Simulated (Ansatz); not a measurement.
Mulliken charges of `C[O][Sn][F]` from r2SCAN/def2-TZVPP in Ansatz (PBE0-D4/def2-TZVP geometry).

```tsv
atom	x (Å)	y (Å)	z (Å)	charge (e)
C1	0.238	0.816	0.044	0.027
O2	0.230	-0.238	0.977	-0.542
Sn3	-0.330	-2.094	0.705	0.853
F4	-0.814	-1.896	-1.175	-0.507
H5	-0.109	0.504	-0.946	0.066
H6	-0.408	1.627	0.400	0.051
H7	1.254	1.213	-0.051	0.051
```

Task: By hand: the dipole of these point charges (1 e Å = 4.8032 D).

Result: Σ q r = (0.049, -0.496, 0.624) e Å, of length 0.799 e Å = 3.84 D.

Task: How does the dipole of the full density compare? (Best estimate.)

Result: Ansatz gave: (0.050, -0.145, 0.308) e Å, 1.65 D; the point charges give 2.33 times that, at 14° from its direction.

Point charges leave out the atoms' own dipoles, such as those of lone pairs, and Mulliken's split depends on the basis, so the two needn't agree.
